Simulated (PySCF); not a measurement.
B(H)2(OSiH3) (BH₅OSi), SMILES BO[SiH3].

Geometry: r2SCAN-D4/def2-TZVP.

Method: r2SCAN-D4/def2-TZVP (PySCF).

Frequencies are harmonic and unscaled.

```tsv
mode	ν (cm⁻¹)	IR (km/mol)	moving atoms (share of kinetic energy)
1	97	0.2	H 66 %, O 24 %, B 10 %
2	209	0.7	O 36 %, H 32 %, B 22 %, Si 10 %
3	287	0.1	H 86 %, O 11 %
4	718	38.9	H 81 %, Si 12 %
5	733	51.7	H 84 %, Si 9 %
6	751	42.6	O 34 %, Si 33 %, H 18 %, B 14 %
7	953	64.0	H 96 %
8	959	64.6	H 96 %
9	971	281.1	H 90 %, Si 9 %
10	1024	80.2	H 70 %, B 19 %, O 11 %
11	1063	54.3	H 71 %, B 27 %
12	1232	24.1	H 77 %, O 21 %
13	1380	399.8	B 50 %, O 33 %, H 17 %
14	2224	77.4	H 97 %
15	2245	98.3	H 97 %
16	2247	121.8	H 96 %
17	2523	127.6	H 95 %
18	2621	193.9	H 88 %, B 12 %
```
